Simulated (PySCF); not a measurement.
C5H9NOSi.
Bonds: O1–C2 (double), C2–N3, N3–C4, C4–C5 (double), C5–Si6, Si6–C7, C7–C8, C4–C8. Hydrogens: H9 on C2; H10 on N3; H11 on C5; H12, H13 on Si6; H14, H15 on C7; H16, H17 on C8.

Computed, not measured: PySCF 2.14.0, density-fitted response routines, TDDFT CAM-B3LYP/def2-SVPD, vertical, gas phase, core orbitals frozen in the response. One conformer (not necessarily the lowest) at the GFN2-xTB geometry, without solvent, vibrations or thermal averaging.

Computed singlets with f of 0.002 or more:

```csv
state,λ (nm),f
S2,215.9,0.496
S4,184.5,0.0074
S6,173.9,0.0068
S7,171.7,0.014
S8,167.9,0.018
```

Give A, τ, |μ| and ∫σ dE for each state.

A / s⁻¹ = 0.6670 f (ν̃ / cm⁻¹)² and τ = 1/A in vacuum; |μ| follows from f = (2/3) ΔE |μ|² (atomic units, 1 au = 2.5417 D); ∫σ dE = 109.76 f Mb·eV.

```csv
state,A (s⁻¹),τ,|μ| (D),∫σ dE (Mb·eV)
S2,7.1×10⁸,1.4 ns,4.77,54
S4,1.4×10⁷,69 ns,0.54,0.81
S6,1.5×10⁷,67 ns,0.50,0.74
S7,3.1×10⁷,33 ns,0.70,1.5
S8,4.4×10⁷,23 ns,0.81,2
```

Leading configurations: S2 H→L (95%); S4 H→L+3 (89%); S6 H-2→L (38%); S7 H→L+5 (43%); S8 H-1→L+1 (62%) (H = HOMO, L = LUMO).

These lifetimes count emission to the ground state at the vertical energy alone; relaxation of the geometry and all other decay channels are left out.

Suppose S2 emitted 0.3 eV lower with the same transition dipole. How would A change?

At fixed |μ|, A goes as the cube of the energy: (5.44/5.74)³ = 0.85, which makes τ about 1.7 ns.

What is the integrated cross-section of all computed states together?

Σf = 0.546 over S1 to S8, so 109.76 × Σf ≈ 59.9 Mb·eV.

Which computed singlets stay under f = 0.002?

S1 (5.36 eV, f 0.0018), S3 (6.00 eV, f 0.0008) and S5 (6.76 eV, f 0.0009).
